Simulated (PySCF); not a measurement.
# Cr⁺: interval between two levels

Cr⁺ [Ar] 3d5 [6S5/2, M_J = 5/2] → Cr⁺ [Ar] 3d4 4p1 [6F11/2, M_J = 11/2], as a difference of total energies. Computed with PySCF 2.14 in x2c-TZVPall-2c (6s7p4d1f, 54 functions), with the two-component X2C-1e Hamiltonian. Correlated levels: [Ne] frozen; the 6 highest virtual spinors dropped. "Screened" scales the spin-orbit matrix elements by Boettger's factors to mimic the two-electron term; Breit and QED terms are absent.

```
                    method  interval between two levels (cm⁻¹)  error (cm⁻¹)
           GHF (spin-free)                               39653         -8098
          GMP2 (spin-free)                               47371          -381
 GHF (screened spin-orbit)                               40064         -7688
GMP2 (screened spin-orbit)                               47803           +52
```

Reference: 47752 cm⁻¹ (measured; NIST Handbook of Basic Atomic Spectroscopic Data (Sansonetti and Martin, J. Phys. Chem. Ref. Data 34, 1559 (2005))).

Errors of the correlated levels include the incompleteness of this basis and the frozen core.

The labels give the starting determinants; with spin-orbit coupling the two ends relaxed to ⟨J²⟩ = 8.75, ⟨L²⟩ = 0.00, ⟨S²⟩ = 8.75 and ⟨J²⟩ = 35.76, ⟨L²⟩ = 12.01, ⟨S²⟩ = 8.75.
